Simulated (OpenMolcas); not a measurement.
## Ag V: effect of the IPEA shift

| Property | Result |
| --- | --- |
| Program | OpenMolcas |
| Basis | ANO-RCC-VTZP [7s6p4d2f1g] |
| Scalar Hamiltonian | DKH2, point nucleus |
| Active space | 7 electrons in 5 orbitals (4d) |
| State averaging | 2S+1 = 4 even, 10 roots; 2S+1 = 2 even, 40 roots kept (CI in the orbitals of an earlier block) |
| Spin-orbit coupling | RASSI with atomic mean-field integrals over the reference wave functions, term energies averaged over their components |

Methods on the same reference wave functions:
A. CASSCF
B. MS-CASPT2, IPEA 0 Eh, imaginary shift 0.1 Eh (closed shells correlated: 4s 4p)
C. MS-CASPT2, IPEA 0.25 Eh, imaginary shift 0.1 Eh (closed shells correlated: 4s 4p)

Energies in cm⁻¹ above 4d⁷ ⁴F_9/2, the measured ground level; measured values from the list in Gamrath, thesis, University of Mons (2023).

| Level | A | B | C | Measured |
| --- | --- | --- | --- | --- |
| 4d⁷ ⁴F_9/2 | 0.0 | 0.0 | 0.0 | 0.0 |
| 4d⁷ ⁴F_7/2 | 3460 | 3510 | 3500 | 3690 |
| 4d⁷ ⁴F_5/2 | 5606 | 5590 | 5580 | 5816 |
| 4d⁷ ⁴F_3/2 | 6948 | 6850 | 6860 | 7097 |
| 4d⁷ ⁴P_3/2 [66 %] | 18355 | 14550 | 14920 | 14204 |
| 4d⁷ ⁴P_5/2 | 18616 | 15180 | 15520 | 14899 |
| 4d⁷ ²G_9/2 | 19417 | 17110 | 17610 | 16875 |
| 4d⁷ ⁴P_1/2 | 20868 | 17280 | 17640 | 17067 |
| 4d⁷ ²G_7/2 | 22854 | 20450 | 20980 | 20442 |
| 4d⁷ ²H_11/2 | 25826 | 23380 | 23800 | 22532 |
| 4d⁷ ²D_5/2(1) | 28426 | 24520 | 25080 | 24361 |
| 4d⁷ ²P_1/2 | 29125 | 24560 | 24960 | 24599 |
| 4d⁷ ²H_9/2 | 29357 | 26930 | 27360 | 26368 |
| 4d⁷ ²D_3/2(1) [67 %] | 34242 | 29980 | 30610 | 30134 |
| 4d⁷ ²F_5/2 | 42297 | 35520 | 36170 | 34635 |
| 4d⁷ ²F_7/2 | 44031 | 37340 | 37990 | 36594 |
| 4d⁷ ²D_3/2(2) | 65966 | 57200 | 57380 | 55041 |
| 4d⁷ ²D_5/2(2) | 67640 | 58710 | 59030 | 56772 |

Deviations, from unrounded energies. A percentage is the sum of absolute deviations over the sum of measured energies, with the sign that they share, or ± where signs differ.

| Against measurement | Levels | A | B | C |
| --- | --- | --- | --- | --- |
| mean absolute deviation (cm-1) | 17 | 4300 | 540 | 890 |
| fine structure of the ground term (%) | 3 | -3.6 | -4.0 | -4.0 |
| other terms of the ground configuration (%) | 14 | +18.4 | ±2.2 | +3.7 |

B lies closest to measurement on these levels and A furthest from it. The largest miss of B in the table is 4d⁷ ²D_3/2(2), by +2200 cm-1. The ranking rests on the paired levels alone, and a cruder setting can come out closer through cancelling errors.

Between B and C the level of the table that moves most is 4d⁷ ²F_5/2, by 650 cm-1 (lowest in B, highest in C). Moves below CASPT2's spread within the term are not significant.

The mean deviations of B to C differ by less than CASPT2's widest spread within a term (820 cm-1), so their order carries little weight.

From A to B the spin-free energies of the other terms of 4d⁷ shown, above ⁴F, scale by factors of 0.79 to 0.89, as is usual when dynamic correlation screens the repulsion within a d or f shell.

The lowest spin-free term lies below A's lowest term by 0.400 hartree in B, 0.393 hartree in C.

CASPT2 does not keep the components of a term degenerate, so their means are used; among the terms shown or strongly mixed into the levels shown the widest spread is 820 cm-1 (4d⁷ ⁴F, B). Terms from blocks run as CI alone lack orbitals of their own. Without dynamic correlation excited terms often stand tens of per cent too high (terms of higher spin than the ground term too low), and those without a measured partner can miss by more than the paired ones (holds for A). Measured partners are found by configuration, term and J. A level has none where our copy of the source lacks it or the pairing is in doubt (some pairs that miss far off the trend of their configuration count as doubtful), and it then counts in no deviation. Levels of configurations outside the active space are missing. The table leaves out levels that lie high or whose names do not pair safely across all columns.

A share in square brackets marks a mixed level and gives the weight of the term that names it, the lowest over the columns. A number in round brackets counts repeated terms of one configuration in the order of the reference energies.
